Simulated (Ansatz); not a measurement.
Steps of a relaxation of BH$_{6}$NO$_{2}$Si (`N[SiH](O)BO`) with RKS PBE0-D4/def2-TZVP.

```sh
$ ansatz run in.yaml --threads 4 --pin off --events-out ev --progress --plain --max-ram 10444MiB
```

```yaml
crystal:
  periodic: [false, false, false]
  atoms:
    - {symbol: N, position_ang: [0.022620, 0.869332, 1.565351]}
    - {symbol: Si, position_ang: [-0.823723, 0.214693, 0.185949]}
    - {symbol: O, position_ang: [-1.176040, 1.287542, -1.089422]}
    - {symbol: B, position_ang: [0.355190, -1.291611, -0.499148]}
    - {symbol: O, position_ang: [1.529990, -0.909026, -1.085453]}
    - {symbol: H, position_ang: [-0.442632, 1.521925, 2.201228]}
    - {symbol: H, position_ang: [1.017182, 1.094731, 1.485136]}
    - {symbol: H, position_ang: [-2.184326, -0.168451, 0.688172]}
    - {symbol: H, position_ang: [-0.392972, 1.482842, -1.634870]}
    - {symbol: H, position_ang: [0.096973, -2.488019, -0.414263]}
    - {symbol: H, position_ang: [2.063137, -1.670858, -1.382081]}
basis:
  gaussian: {orbitals: def2-TZVP}
hamiltonian: {xc: pbe0, dispersion: d4}
relax: {f_tol: 0.005, max_steps: 150}
```

Positions (Å) and forces (eV/Å) along the path, 13 of 33 steps:

```xyz
11
step=1 energy=-14231.3224 eV
N     0.023    0.869    1.565    0.006    0.290   -0.214
Si   -0.824    0.215    0.186   -0.145    0.777   -0.077
O    -1.176    1.288   -1.089    0.837   -0.538    0.404
B     0.355   -1.292   -0.499    0.156   -0.207   -0.087
O     1.530   -0.909   -1.085    0.012   -0.759   -0.037
H    -0.443    1.522    2.201    0.278   -0.406   -0.421
H     1.017    1.095    1.485   -0.625   -0.152    0.053
H    -2.184   -0.168    0.688    0.282    0.070   -0.119
H    -0.393    1.483   -1.635   -0.593   -0.098    0.356
H     0.097   -2.488   -0.414    0.122    0.454   -0.042
H     2.063   -1.671   -1.382   -0.330    0.571    0.184
11
step=2 energy=-14231.3720 eV
N     0.017    0.869    1.558   -0.074    0.056   -0.221
Si   -0.819    0.216    0.189   -0.060    0.491   -0.119
O    -1.166    1.278   -1.075    0.369   -0.390    0.387
B     0.357   -1.288   -0.494    0.058   -0.049   -0.051
O     1.525   -0.915   -1.090   -0.038   -0.260    0.018
H    -0.443    1.525    2.176    0.061   -0.115   -0.093
H     1.003    1.082    1.485   -0.153   -0.058    0.026
H    -2.169   -0.168    0.680    0.063    0.004   -0.031
H    -0.394    1.481   -1.614   -0.197    0.016    0.053
H     0.103   -2.469   -0.409    0.037    0.127   -0.003
H     2.051   -1.669   -1.385   -0.067    0.179    0.035
11
step=4 energy=-14231.3866 eV
N     0.006    0.884    1.535    0.011   -0.098   -0.145
Si   -0.811    0.228    0.173    0.056    0.033    0.067
O    -1.150    1.272   -1.077   -0.076   -0.072    0.123
B     0.363   -1.288   -0.487   -0.017   -0.029    0.010
O     1.513   -0.937   -1.118    0.032    0.063   -0.058
H    -0.468    1.486    2.183   -0.088    0.114    0.130
H     0.991    1.083    1.510    0.089   -0.003   -0.006
H    -2.147   -0.158    0.683   -0.056   -0.015   -0.064
H    -0.400    1.524   -1.615    0.069    0.036   -0.088
H     0.132   -2.463   -0.353   -0.050   -0.015    0.020
H     2.036   -1.687   -1.412    0.030   -0.013    0.011
11
step=6 energy=-14231.3883 eV rejected
N     0.002    0.895    1.530    0.045   -0.045    0.034
Si   -0.807    0.219    0.175   -0.059    0.222    0.066
O    -1.150    1.276   -1.059   -0.012   -0.045   -0.054
B     0.367   -1.287   -0.483    0.066   -0.100   -0.033
O     1.507   -0.935   -1.132    0.001   -0.004    0.001
H    -0.459    1.522    2.171   -0.002   -0.019   -0.016
H     0.998    1.044    1.525   -0.019   -0.002   -0.001
H    -2.153   -0.181    0.654   -0.010   -0.010   -0.013
H    -0.411    1.536   -1.613   -0.015   -0.010    0.020
H     0.132   -2.461   -0.332    0.005    0.012    0.000
H     2.039   -1.685   -1.415    0.000    0.001   -0.003
11
step=7 energy=-14231.3899 eV
N     0.009    0.888    1.537   -0.020    0.019    0.012
Si   -0.810    0.229    0.179    0.005   -0.009   -0.006
O    -1.156    1.271   -1.068    0.018    0.012   -0.012
B     0.363   -1.286   -0.489    0.027    0.000    0.030
O     1.513   -0.931   -1.121   -0.011   -0.022   -0.009
H    -0.455    1.508    2.182    0.019   -0.017   -0.014
H     1.002    1.056    1.518   -0.017   -0.010   -0.002
H    -2.157   -0.170    0.658    0.006    0.007    0.006
H    -0.414    1.519   -1.622   -0.021    0.002    0.004
H     0.124   -2.460   -0.347    0.001    0.007   -0.012
H     2.045   -1.680   -1.406   -0.006    0.011    0.003
11
step=8 energy=-14231.3902 eV
N     0.004    0.890    1.537   -0.006   -0.007   -0.010
Si   -0.808    0.230    0.176    0.016    0.003   -0.005
O    -1.155    1.274   -1.068   -0.002   -0.002    0.004
B     0.370   -1.284   -0.483    0.005   -0.007   -0.004
O     1.510   -0.938   -1.136   -0.008    0.012    0.003
H    -0.459    1.508    2.184    0.001    0.003    0.004
H     0.998    1.049    1.524   -0.005   -0.001    0.003
H    -2.156   -0.172    0.650    0.000    0.003    0.005
H    -0.415    1.533   -1.621    0.001    0.001   -0.003
H     0.136   -2.456   -0.325   -0.004   -0.003    0.005
H     2.039   -1.690   -1.416    0.003   -0.002   -0.002
11
step=12 energy=-14231.3904 eV
N    -0.010    0.887    1.548    0.016    0.011    0.023
Si   -0.804    0.235    0.173   -0.010   -0.006   -0.003
O    -1.129    1.280   -1.075    0.010    0.007    0.000
B     0.378   -1.282   -0.473    0.025    0.009   -0.014
O     1.475   -0.936   -1.198   -0.043   -0.043    0.031
H    -0.480    1.497    2.196   -0.014   -0.002   -0.004
H     0.985    1.043    1.556    0.000   -0.004   -0.012
H    -2.159   -0.162    0.633    0.003   -0.001   -0.002
H    -0.383    1.520   -1.627   -0.006   -0.001   -0.003
H     0.184   -2.451   -0.246    0.009    0.018   -0.008
H     2.010   -1.689   -1.466    0.009    0.013   -0.009
11
step=14 energy=-14231.3906 eV
N    -0.012    0.884    1.556   -0.001    0.001   -0.001
Si   -0.802    0.235    0.176   -0.002   -0.001    0.004
O    -1.120    1.284   -1.070   -0.007    0.005   -0.004
B     0.378   -1.282   -0.472    0.007    0.001   -0.003
O     1.469   -0.937   -1.205   -0.006   -0.001    0.001
H    -0.488    1.499    2.196    0.001   -0.002    0.004
H     0.982    1.049    1.561   -0.002    0.002   -0.001
H    -2.158   -0.162    0.631    0.002    0.002   -0.001
H    -0.378    1.509   -1.634    0.005   -0.001    0.001
H     0.187   -2.450   -0.241    0.002   -0.004    0.000
H     2.006   -1.687   -1.478    0.000   -0.002    0.000
11
step=19 energy=-14231.3910 eV
N    -0.031    0.879    1.583   -0.004    0.002   -0.015
Si   -0.791    0.242    0.180    0.004    0.009    0.003
O    -1.073    1.299   -1.069    0.028    0.003   -0.015
B     0.390   -1.278   -0.461    0.039   -0.015   -0.022
O     1.417   -0.946   -1.289   -0.041   -0.017    0.031
H    -0.531    1.479    2.220    0.010   -0.006   -0.003
H     0.957    1.075    1.599   -0.012    0.000    0.007
H    -2.156   -0.151    0.610    0.001    0.000   -0.001
H    -0.328    1.474   -1.647   -0.027   -0.009    0.023
H     0.254   -2.436   -0.149    0.007    0.031   -0.011
H     1.959   -1.694   -1.556   -0.005    0.001    0.003
11
step=24 energy=-14231.3913 eV rejected
N    -0.058    0.878    1.613   -0.002   -0.001   -0.008
Si   -0.776    0.251    0.183    0.006    0.004    0.010
O    -1.015    1.316   -1.067    0.007    0.006   -0.009
B     0.411   -1.269   -0.447    0.052   -0.001   -0.058
O     1.345   -0.963   -1.389   -0.073   -0.031    0.081
H    -0.583    1.464    2.242   -0.004    0.001    0.002
H     0.925    1.088    1.660    0.000   -0.002   -0.004
H    -2.152   -0.142    0.579    0.003   -0.001    0.000
H    -0.273    1.432   -1.663   -0.007   -0.005    0.010
H     0.350   -2.404   -0.040    0.014    0.036   -0.020
H     1.892   -1.709   -1.650    0.004   -0.004   -0.005
11
step=27 energy=-14231.3915 eV
N    -0.057    0.878    1.611   -0.004    0.000   -0.004
Si   -0.777    0.251    0.183    0.005    0.000    0.009
O    -1.018    1.315   -1.067    0.000    0.005   -0.007
B     0.410   -1.269   -0.448    0.001   -0.001   -0.007
O     1.349   -0.962   -1.380   -0.009   -0.006    0.006
H    -0.580    1.465    2.241   -0.001    0.000    0.001
H     0.927    1.088    1.656    0.000    0.000   -0.001
H    -2.152   -0.143    0.581    0.001    0.000    0.000
H    -0.276    1.433   -1.663   -0.001   -0.003    0.005
H     0.345   -2.405   -0.049    0.002    0.005   -0.003
H     1.894   -1.709   -1.645    0.004    0.000    0.000
11
step=31 energy=-14231.3916 eV
N    -0.062    0.879    1.617   -0.001    0.001    0.001
Si   -0.774    0.253    0.185    0.003   -0.001    0.002
O    -1.005    1.319   -1.066   -0.001    0.004   -0.003
B     0.413   -1.267   -0.447   -0.001   -0.003    0.001
O     1.334   -0.966   -1.399    0.001   -0.002   -0.002
H    -0.591    1.462    2.246    0.001   -0.001   -0.001
H     0.921    1.092    1.667    0.000    0.000   -0.001
H    -2.151   -0.141    0.576    0.000    0.000    0.000
H    -0.265    1.423   -1.665    0.000   -0.002    0.002
H     0.364   -2.398   -0.031   -0.001    0.002    0.000
H     1.881   -1.712   -1.662    0.001    0.002    0.000
11
step=33 energy=-14231.3916 eV
N    -0.065    0.879    1.622    0.001    0.001    0.003
Si   -0.772    0.254    0.186    0.000   -0.001   -0.002
O    -0.997    1.321   -1.065   -0.001    0.000    0.002
B     0.416   -1.266   -0.445   -0.004    0.000   -0.002
O     1.324   -0.968   -1.410    0.005    0.002    0.000
H    -0.597    1.460    2.249    0.000    0.000   -0.001
H     0.916    1.095    1.673    0.000    0.000    0.000
H    -2.150   -0.140    0.573   -0.001    0.000    0.000
H    -0.257    1.414   -1.668    0.001    0.000   -0.002
H     0.376   -2.394   -0.021    0.000   -0.002    0.003
H     1.872   -1.713   -1.673   -0.002    0.000   -0.001
```

Hardware: 4 threads of an Arm Neoverse V1 on a shared host. Wall time 98 s, peak host memory 0.47 GiB.
